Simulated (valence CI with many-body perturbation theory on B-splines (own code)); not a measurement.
# Ti¹⁶⁺: electric-dipole lines

Method: relativistic CI+MBPT: four valence electrons over a frozen Dirac-Fock core [He], radial functions for each j: 11 s, 11 p, 9 d, 7 f, 5 g, 2 h, 1 i, with the one-electron correlation potential Σ1, the two-electron term Σ2, the three-electron term Σ3, Breit, model QED; selected CI, second order for the rest (own B-spline code, finite nucleus).

No measured levels were compared; by estimate levels of excited configurations hold to 0.05 to 0.15 % of their energy, terms of the ground configuration to about 0.5 %.

Lines 51 to 100 of 238 in falling wavelength, among levels below 732.37 eV, chosen from the strongest by gf and those to the six lowest levels. Wavelengths and rates use the calculated energies, so an error of 400 cm⁻¹ moves a line at 549.1 Å by 0.22 % and its rate by three times that or more. Electric multipoles are in the length gauge, E1 and E2 with the static RPA response of the core. Weak lines are less certain than strong ones. Lines between different terms over intervals too small for the method are left out, as are lines whose strength nearly cancels. The highest levels of a list are the least certain.

Names give the largest LS component (configuration and term), which can be under half, so a name can repeat, a term be missing and a line seem to break the LS rules; names also repeat where a configuration has a term twice. Letters in brackets count levels of one name in rising energy.

| λ vac (Å) | Upper | Lower | A (s⁻¹) | S (a.u.) |
| --- | --- | --- | --- | --- |
| 549.1 | 2s2.2p.3p 3P_2 | 2s2.2p.3s 3P°_2 | 1.44e+09 | 5.87e-01 |
| 544.6 | 2s2.2p.3d 1F°_3 | 2s2.2p.3p 1D_2 | 1.46e+09 | 8.12e-01 |
| 533.3 | 2s2.2p.3d 3P°_2 | 2s2.2p.3p 3S_1 | 5.70e+08 | 2.13e-01 |
| 531.8 | 2s.2p2.3d 3P_2 | 2s.2p2.3p 5P°_1 | 4.38e+08 | 1.63e-01 |
| 528.0 | 2s2.2p.3d 3P°_1 | 2s2.2p.3p 3S_1 | 1.10e+09 | 2.40e-01 |
| 520.4 | 2s2.2p.3d 3D°_3 | 2s2.2p.3p 3D_3 | 4.90e+08 | 2.38e-01 |
| 507.6 | 2s.2p2.3p 5P°_2 | 2s.2p2.3s 5P_1 | 6.01e+08 | 1.94e-01 |
| 484.1 | 2s2.2p.3p 1D_2 | 2s2.2p.3s 1P°_1 | 2.48e+09 | 6.94e-01 |
| 471.2 | 2s.2p2.3p 5S°_2 | 2s.2p2.3s 5P_3 | 2.04e+09 | 5.28e-01 |
| 460.5 | 2s.2p2.3d 3P_2 | 2s.2p2.3p 3S°_1 | 7.21e+08 | 1.74e-01 |
| 421.4 | 2s.2p2.3p 5S°_2 | 2s.2p2.3s 5P_2 | 1.01e+09 | 1.86e-01 |
| 385.5 | 2s2.2p.3p 1S_0 | 2s2.2p.3s 1P°_1 | 5.32e+09 | 1.51e-01 |
| 292.7 | 2s.2p2.3p 3D°_3 | 2s2.2p.3p 3P_2 | 1.15e+09 | 9.96e-02 |
| 231.0 | 2p4 3P_2 | 2s.2p3 3S°_1 | 4.91e+09 | 1.49e-01 |
| 229.0 | 2p4 1D_2 | 2s.2p3 1P°_1 | 3.05e+09 | 9.04e-02 |
| 224.2 | 2s.2p3 3D°_3 | 2s2.2p2 1D_2 | 3.02e+08 | 1.17e-02 |
| 210.6 | 2p4 3P_1 | 2s.2p3 3S°_1 | 7.63e+09 | 1.06e-01 |
| 209.9 | 2s.2p2.3p 1F°_3 | 2s2.2p.3p 1D_2 | 5.77e+09 | 1.85e-01 |
| 191.6 | 2s.2p2.3s 3D_3 | 2s2.2p.3s 3P°_2 | 6.53e+09 | 1.59e-01 |
| 191.1 | 2s.2p3 3D°_2 | 2s2.2p2 3P_2 | 1.02e+08 | 1.76e-03 |
| 189.1 | 2s.2p2.3p 3F°_4 | 2s2.2p.3p 3D_3 | 3.49e+09 | 1.05e-01 |
| 188.3 | 2s.2p3 3D°_3 | 2s2.2p2 3P_2 | 4.76e+09 | 1.10e-01 |
| 186.9 | 2p4 1D_2 | 2s.2p3 1D°_2 | 2.32e+10 | 3.74e-01 |
| 185.0 | 2s.2p3 3P°_1 | 2s2.2p2 1D_2 | 1.73e+08 | 1.62e-03 |
| 182.0 | 2s.2p3 3D°_2 | 2s2.2p2 3P_1 | 6.01e+09 | 8.94e-02 |
| 181.6 | 2s.2p3 3D°_1 | 2s2.2p2 3P_1 | 1.19e+09 | 1.06e-02 |
| 178.5 | 2s.2p2.3p 3F°_3 | 2s2.2p.3p 3D_2 | 4.02e+09 | 7.90e-02 |
| 176.0 | 2s.2p2.3s 3D_2 | 2s2.2p.3s 3P°_1 | 5.99e+09 | 8.06e-02 |
| 175.8 | 2s.2p2.3p 1D°_2 | 2s2.2p.3p 1P_1 | 4.48e+09 | 6.01e-02 |
| 172.4 | 2s.2p2.3p 3F°_2 | 2s2.2p.3p 3D_1 | 6.41e+09 | 8.11e-02 |
| 172.3 | 2s.2p3 3D°_1 | 2s2.2p2 3P_0 | 5.81e+09 | 4.40e-02 |
| 167.7 | 2s.2p3 3S°_1 | 2s2.2p2 1S_0 | 2.18e+08 | 1.52e-03 |
| 163.9 | 2s.2p2.3p 3D°_1 [b] | 2s2.2p.3p 3D_1 | 7.54e+09 | 4.91e-02 |
| 163.0 | 2p4 1S_0 | 2s.2p3 1P°_1 | 5.43e+10 | 1.16e-01 |
| 159.9 | 2s.2p3 3P°_1 | 2s2.2p2 3P_2 | 3.16e+09 | 1.91e-02 |
| 159.6 | 2p4 3P_1 | 2s.2p3 3P°_2 | 9.15e+09 | 5.51e-02 |
| 158.4 | 2s.2p3 3P°_2 | 2s2.2p2 3P_2 | 1.24e+10 | 1.21e-01 |
| 154.1 | 2s.2p3 3P°_0 | 2s2.2p2 3P_1 | 1.47e+10 | 2.65e-02 |
| 153.5 | 2s.2p3 3P°_1 | 2s2.2p2 3P_1 | 7.75e+09 | 4.15e-02 |
| 152.1 | 2s.2p3 3P°_2 | 2s2.2p2 3P_1 | 9.96e+08 | 8.65e-03 |
| 146.8 | 2s.2p3 3P°_1 | 2s2.2p2 3P_0 | 3.59e+09 | 1.68e-02 |
| 146.0 | 2p4 3P_2 | 2s.2p3 3D°_3 | 2.33e+10 | 1.79e-01 |
| 145.3 | 2s.2p2.3s 3S_1 | 2s2.2p.3s 3P°_1 | 1.87e+10 | 8.51e-02 |
| 144.4 | 2p4 3P_2 | 2s.2p3 3D°_2 | 8.39e+09 | 6.23e-02 |
| 144.0 | 2s.2p2.3s 3S_1 | 2s2.2p.3s 3P°_0 | 1.00e+10 | 4.42e-02 |
| 143.5 | 2s.2p2.3s 3P_1 [b] | 2s2.2p.3s 3P°_2 | 2.81e+10 | 1.23e-01 |
| 142.8 | 2s.2p2.3s 3P_0 [b] | 2s2.2p.3s 3P°_1 | 3.17e+10 | 4.56e-02 |
| 142.5 | 2s.2p3 1P°_1 | 2s2.2p2 1S_0 | 1.26e+10 | 5.42e-02 |
| 141.9 | 2s.2p3 1D°_2 | 2s2.2p2 1D_2 | 3.60e+10 | 2.54e-01 |
| 136.1 | 2p4 3P_1 | 2s.2p3 3D°_2 | 1.80e+10 | 6.71e-02 |
